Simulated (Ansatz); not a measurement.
The inner images of a band of AlCl₃FGeH₃O (10 atoms, charge 0, multiplicity 1) are given out of order.

The calculation used Ansatz, RKS PBE/def2-SVP.

First end point:

```xyz
10
Properties=species:S:1:pos:R:3
Ge -0.176 0.315 0.218
F 0.230 0.852 1.850
Cl 1.476 -0.977 -0.215
Cl -0.350 2.192 -0.799
Cl -1.461 -0.804 -1.853
O -1.741 -0.461 0.910
Al -3.001 -1.312 -0.287
H -3.022 -2.867 0.061
H -4.293 -0.382 -0.367
H -1.798 -0.293 1.875
```

Last end point:

```xyz
10
Properties=species:S:1:pos:R:3
Ge -0.445 0.101 -0.152
F -0.142 0.675 2.127
Cl 1.434 -0.920 -0.105
Cl -0.295 2.171 -0.667
Cl -1.468 -0.810 -2.025
O -1.792 -0.470 0.843
Al -3.055 -1.328 -0.179
H -3.033 -2.913 -0.033
H -4.345 -0.444 -0.479
H -0.998 0.200 2.063
```

Question: Put them in order from the first end to the last, with their energies above the first end.
A.
```xyz
10
Properties=species:S:1:pos:R:3
Ge -0.364 0.147 -0.035
F -0.196 0.681 1.970
Cl 1.462 -0.967 -0.055
Cl -0.225 2.166 -0.731
Cl -1.436 -0.827 -1.915
O -1.803 -0.438 0.897
Al -3.045 -1.313 -0.169
H -3.034 -2.891 0.036
H -4.332 -0.424 -0.469
H -1.164 0.128 1.862
```
B.
```xyz
10
Properties=species:S:1:pos:R:3
Ge -0.412 0.124 -0.099
F -0.174 0.672 2.037
Cl 1.447 -0.936 -0.100
Cl -0.259 2.174 -0.693
Cl -1.468 -0.803 -1.972
O -1.795 -0.461 0.868
Al -3.050 -1.325 -0.169
H -3.024 -2.907 0.004
H -4.347 -0.442 -0.442
H -1.056 0.166 1.958
```
C.
```xyz
10
Properties=species:S:1:pos:R:3
Ge -0.236 0.230 0.118
F -0.012 0.733 1.859
Cl 1.475 -1.039 -0.075
Cl -0.196 2.174 -0.774
Cl -1.436 -0.811 -1.832
O -1.796 -0.422 0.921
Al -3.045 -1.294 -0.217
H -3.059 -2.862 0.046
H -4.322 -0.379 -0.465
H -1.510 -0.068 1.813
```
D.
```xyz
10
Properties=species:S:1:pos:R:3
Ge -0.314 0.164 0.030
F -0.154 0.681 1.930
Cl 1.461 -1.023 -0.029
Cl -0.179 2.153 -0.738
Cl -1.422 -0.828 -1.882
O -1.808 -0.420 0.923
Al -3.051 -1.287 -0.188
H -3.068 -2.863 0.031
H -4.322 -0.379 -0.496
H -1.281 0.063 1.812
```
E.
```xyz
10
Properties=species:S:1:pos:R:3
Ge -0.268 0.189 0.088
F -0.118 0.742 1.884
Cl 1.467 -1.056 0.035
Cl -0.147 2.130 -0.797
Cl -1.388 -0.875 -1.840
O -1.822 -0.395 0.923
Al -3.047 -1.287 -0.209
H -3.079 -2.853 0.070
H -4.307 -0.376 -0.547
H -1.428 0.042 1.786
```
F.
```xyz
10
Properties=species:S:1:pos:R:3
Ge -0.214 0.271 0.162
F 0.056 0.758 1.866
Cl 1.483 -1.005 -0.122
Cl -0.240 2.207 -0.755
Cl -1.439 -0.772 -1.830
O -1.782 -0.440 0.909
Al -3.027 -1.311 -0.255
H -3.024 -2.880 0.016
H -4.323 -0.406 -0.442
H -1.628 -0.162 1.843
```
G.
```xyz
10
Properties=species:S:1:pos:R:3
Ge -0.193 0.301 0.187
F 0.150 0.808 1.852
Cl 1.475 -0.993 -0.181
Cl -0.280 2.209 -0.786
Cl -1.458 -0.769 -1.834
O -1.766 -0.439 0.907
Al -3.013 -1.320 -0.265
H -3.004 -2.883 0.042
H -4.322 -0.423 -0.395
H -1.727 -0.228 1.865
```

Answer: G (+0.4 kcal/mol), F (+2.1 kcal/mol), C (+5.2 kcal/mol), E (+9.7 kcal/mol), D (+14.6 kcal/mol), A (+16.5 kcal/mol), B (+15.8 kcal/mol).

Run time: 9.1 min on 4 threads of Arm Neoverse V1 (shared host), peak memory 0.25 GiB.
